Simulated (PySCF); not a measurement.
Computed IR spectrum (relative IR intensity) of a molecule C₄H₄F₂. Coordinates come from a B3LYP-D3(BJ)/def2-SVP optimisation. The values are those of a single conformer. These are B3LYP-D3(BJ)/def2-SVP in PySCF 2.14.0 values and carry that method's errors. Frequencies are harmonic and unscaled.

Lines under 2 % of the strongest are left out, and lines within 2 cm⁻¹ are merged.

ν (cm⁻¹): 687 (vw), 743 (w), 908 (vw), 1101 (m), 1163 (w), 1217 (w), 1281 (m), 1385 (vs), 1853 (s), 3048 (w), 3053 (w), 3112 (w) (against the strongest line: vs over 80 %, s over 45 %, m over 15 %, w over 4 %, vw less)

Problem. Which molecule gave these data?
A. C=C/C(F)=C/F
B. FC1=C(F)CC1
C. FC1(F)C=CC1
D. CC#CC(F)F

Solution. B, FC1=C(F)CC1
